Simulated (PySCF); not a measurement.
## Electron correlation in Gd⁺ (gadolinium, charge +1)

[Xe] 4f8 6s1, high-spin 8F determinant (an excited configuration). All numbers are calculated (PySCF 2.14, the spin-free X2C one-electron Hamiltonian (Gaussian nucleus), in cc-pVDZ-X2C (8s7p5d3f1g, 84 functions)). Frozen: [Ar] 3d10; 35 electrons correlated.

MP2 pair energies summed by pair of shells (mhartree):

```csv
pair,energy,share (%)
4f-4f,-160.69,17.3
4d-4f,-154.07,16.6
4f-5p,-153.97,16.6
5p-5p,-116.48,12.5
4d-4d,-86.85,9.3
4d-5p,-66.16,7.1
5s-5p,-30.59,3.3
4f-5s,-29.94,3.2
4p-4d,-25.36,2.7
4p-4f,-23.73,2.6
4d-5s,-19.88,2.1
5p-6s,-17.74,1.9
4p-4p,-7.24,0.8
4f-6s,-6.40,0.7
5s-5s,-5.83,0.6
4p-5p,-5.71,0.6
4s-4f,-4.96,0.5
4s-4d,-4.84,0.5
4p-5s,-3.03,0.3
4s-4p,-2.51,0.3
4d-6s,-1.79,0.2
5s-6s,-0.90,0.1
4s-5p,-0.57,0.1
4s-4s,-0.56,0.1
4s-5s,-0.24,0.0
4p-6s,-0.12,0.0
4s-6s,-0.01,0.0
```

Total MP2 correlation energy: -930.18 mhartree.

Same-spin part -394.08 and opposite-spin part -536.10 mhartree; SCS-MP2 scales them by 1/3 and 6/5 to -774.68 mhartree.

This basis was not built for core-valence correlation, so the inner-shell part is incomplete.
